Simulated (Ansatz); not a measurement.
Reaction (silylene loss): `[CH3][SnH]([Cl])[O][SiH3]` → `[CH3][SnH]([OH])[Cl]` + `[SiH2]`

Gas-phase electronic energies from Ansatz, PBE0-D4/def2-TZVP geometries. CCSD(T)/CBS is the MP2 limit (def2-TZVPP, def2-QZVPP) plus CCSD(T) − MP2 in def2-TZVPP, frozen cores. This one scheme is used for every species. DFT in def2-TZVPP. B3LYP here is the variant with VWN-RPA as its local correlation; programs differ in this. HSE06 is defined as in plane-wave codes. Elements past krypton have def2 core potentials. For Sn outer-core shells are correlated without core-valence functions, which leaves a few kJ/mol of doubt a bond. Each species was taken in one conformer, which may not be the lowest.

`[CH3][SnH]([Cl])[O][SiH3]`:

Z-matrix (Å, degrees):
```
C
Sn 1 2.114
H 1 1.089 2 108.1
H 1 1.089 2 110.0 3 119.8
H 1 1.090 2 109.4 3 -119.4
Cl 2 2.332 1 108.9 3 -54.7
O 2 1.951 1 106.2 3 58.0
H 2 1.701 1 121.0 3 -179.3
Si 7 1.634 2 136.2 1 -144.8
H 9 1.486 7 108.2 2 -162.8
H 9 1.491 7 111.3 2 -43.3
H 9 1.488 7 111.4 2 77.6
```

`[CH3][SnH]([OH])[Cl]`:

Cartesian coordinates in Å:
```
C 0.047 -0.025 1.476
Sn -0.355 0.205 -0.587
O 1.392 0.097 -1.462
Cl -1.579 -1.643 -1.337
H -0.887 -0.060 2.035
H 0.593 -0.957 1.613
H 0.655 0.809 1.824
H -1.209 1.571 -1.147
H 1.344 0.003 -2.416
```

`[SiH2]`:

```xyz
3

Si   -0.660   -0.013   -0.267
H     0.583   -0.878   -0.451
H     0.077    0.891    0.717
```

```
             level  ΔE (eV)  difference from CCSD(T)/CBS
       LDA (SPW92)     3.65                         0.12
            PBE-D4     3.39                        -0.14
         revPBE-D4     3.33                        -0.20
           BLYP-D4     3.33                        -0.20
         r2SCAN-D4     3.69                         0.16
            B97M-V     3.47                        -0.06
           PBE0-D4     3.54                         0.01
          B3LYP-D4     3.48                        -0.05
        r2SCAN0-D4     3.73                         0.20
          BHLYP-D4     3.68                         0.15
      CAM-B3LYP-D4     3.59                         0.06
           ωB97X-V     3.61                         0.08
           ωB97M-V     3.46                        -0.07
            B2PLYP     3.48                        -0.05
          PBE-QIDH     3.67                         0.14
               PBE     3.30                        -0.23
            revPBE     3.13                        -0.40
            r2SCAN     3.66                         0.13
              PBE0     3.46                        -0.07
             B3LYP     3.33                        -0.20
           r2SCANh     3.68                         0.15
             HSE06     3.45                        -0.08
             BHLYP     3.54                         0.01
         CAM-B3LYP     3.50                        -0.03
           LC-ωPBE     3.63                         0.10
RPA@PBE/def2-TZVPP     3.28                        -0.25
       HF/def2-SVP     3.42                        -0.11
      MP2/def2-SVP     3.59                         0.06
     CCSD/def2-SVP     3.33                        -0.20
  CCSD(T)/def2-SVP     3.36                        -0.17
     HF/def2-TZVPP     3.51                        -0.02
    MP2/def2-TZVPP     3.69                         0.16
SCS-MP2/def2-TZVPP     3.60                         0.07
   CCSD/def2-TZVPP     3.44                        -0.09
CCSD(T)/def2-TZVPP     3.46                        -0.07
     HF/def2-QZVPP     3.54                         0.01
    MP2/def2-QZVPP     3.74                         0.21
SCS-MP2/def2-QZVPP     3.65                         0.12
      HF/CBS(def2)     3.55                         0.02
    CCSD/CBS(def2)     3.51                        -0.02
       CCSD(T)/CBS     3.53                            0
```

Largest T1 diagnostic among the species: 0.014.

From PBE to PBE0 (25 % exact exchange), in def2-TZVPP and without D4, ΔE moves by +0.16 eV. Leaving LDA and LC-ωPBE aside and taking each functional with its dispersion term where it has one, the values spread over 0.41 eV, from BLYP-D4 to r2SCAN0-D4. LDA lies +0.35 eV from PBE without D4.

CCSD(T)/CBS has its own doubt, a few kJ/mol and more with outer-core shells, so smaller differences from it don't rank the levels.
